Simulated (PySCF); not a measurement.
**How methods differ on the excitation energy of Nd+**

Nd+ [Xe] 4f4 6s1 (high-spin determinant) → Nd+ [Xe] 4f3 5d1 6s1 (high-spin determinant), as a difference of total energies. All numbers are calculated (PySCF 2.14, the spin-free X2C one-electron Hamiltonian (Gaussian nucleus), in ANO-RCC-VTZP (8s7p5d3f2g1h, 104 functions)). Correlated levels: valence: [Kr] 4d10 frozen; valence and next inner shell: [Ar] 3d10 frozen. The calculations carry no spin-orbit coupling.

```csv
method,excitation energy (cm⁻¹)
UHF,1626.8
LDA,23149
PBE,20914
PBE0,16674
r2SCAN,18320
MP2 (valence),10564
SCS-MP2 (valence),7197.7
MP2 (valence and next inner shell),12494
SCS-MP2 (valence and next inner shell),9098.1
```

A first-order spin-orbit estimate (lowest level to lowest level, LS coupling) adds -0.133 eV.

The determinant of the upper state and of the lower state mixes LS terms, which raises its energy above the lowest term, most at the Hartree-Fock and MP2 levels.
